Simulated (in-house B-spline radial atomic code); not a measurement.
Mo⁺. Computed with a B-spline radial atomic code. Model: non-relativistic spherical atom: semilocal Troullier-Martins pseudo-atom, one channel per l, against all electrons, high spin, G0W0 and RPA with empty states to l = 8, local potential for every l without a channel, a model core (radius 0 = none) keeps its share of the functional.

Without relativity these are model numbers for so heavy an element.

What the tables leave out is listed at the end.

The pseudopotential gives back the lowest level of each angular momentum of its own functional in the configuration it was made in; a second state of the same l is only approximately right. Exact exchange, RPA and GW see the smooth pseudo-orbitals and miss the exchange with the core, for which the functional's share stands in. The column with an uncorrelated core keeps all orbitals and exact exchange, and so separates missing core correlation from pseudisation. Only the three outermost levels and the lowest empty one were computed. RPA here is direct RPA, with no exchange kernel, and its energies carry an (l + 1/2)⁻⁴ tail. A hybrid on a potential with a model core restores only its own semilocal share of the core's exchange.

Command:
```bash
python run_psgw.py task.json out
```
Settings (lengths in bohr, energies in hartree):
```
Z                      42
electrons              41
configuration          [Kr] 4d5
generated_in           [Kr] 4d5
functional             pbe,pbe
core_shells            7
radius_factor          0.9
core_correction        True
```

Cost of the run: 17 s on 1 thread of Intel(R) Xeon(R) 6975P-C (Granite Rapids), on a shared host.

Given: made with PBE; model core radius 0.788 bohr; local radius 1.225 bohr; mean-field start PBE.

Valence shells of the generating configuration: 4p, 4d.

Channel: s 2.611, p 0.98, d 1.233 (radii in bohr).

Computed: largest level miss in the spin-unpolarised generating configuration 0.001 eV; valence RPA correlation energy all-electron orbitals -0.56924 hartree; all-electron RPA polarisability, core included 16.937 bohr³; pseudo-atom RPA polarisability 17.007 bohr³.

```tsv
level	occupied	mean-field all-electron (eV)	mean-field pseudo minus all (eV)	G0W0 all-electron (eV)	G0W0 uncorrelated core minus all (eV)	G0W0 pseudo minus all (eV)	exchange self-energy all-electron (eV)	exchange self-energy pseudo (eV)
4d up	1	-11.581	-0.001	-16.315	0.091	0.316	-25.747	-21.933
5s up (empty)	0	-9.9186	-0.043	-7.1911	0.018	-0.81	-3.7392	-4.1387
```

(1) What is the valence RPA correlation energy pseudo?

Given: mean-field start PBE0.

Computed: valence RPA correlation energy all-electron orbitals -0.53312 hartree; valence RPA correlation energy pseudo -0.69697 hartree; pseudo-atom RPA polarisability 14.05 bohr³.

| level | occupied | mean-field all-electron (eV) | mean-field pseudo minus all (eV) | G0W0 all-electron (eV) | G0W0 uncorrelated core minus all (eV) | G0W0 pseudo minus all (eV) | exchange self-energy all-electron (eV) | exchange self-energy pseudo (eV) |
| --- | --- | --- | --- | --- | --- | --- | --- | --- |
| 4d up | 1 | -12.981 | 0.063 | -16.423 | 0.091 | 0.596 | -25.965 | -22.028 |
| 5s up (empty) | 0 | -8.8225 | -0.479 | -6.9736 | 0.018 | -0.928 | -3.439 | -4.3164 |

(2) What is the all-electron RPA polarisability, core included?

Answers

(1) -0.73765 hartree.

(2) 13.709 bohr³.

Among the listed levels the largest G0W0 shift of the pseudo-atom is -0.93 eV, for 5s up (empty) on the PBE0 start, while leaving the core uncorrelated moves that level by +0.02 eV. So pseudisation and the lost core exchange, not the missing core correlation, make the error. Not in the tables (levels of low weight, unsolved or above zero; the highest and the empty levels are kept at any weight): on PBE the G0W0 levels 4p down (pseudo minus all +1.20 eV, weights 0.70 and 0.70), 4p up (pseudo minus all +1.76 eV, weights 0.02 and 0.13); on PBE0 the G0W0 levels 4p down (pseudo minus all +2.20 eV, weights 0.71 and 0.80), 4p up (pseudo minus all +1.72 eV, weights 0.46 and 0.41); no Hartree-Fock pseudo-atom is run with a model core.
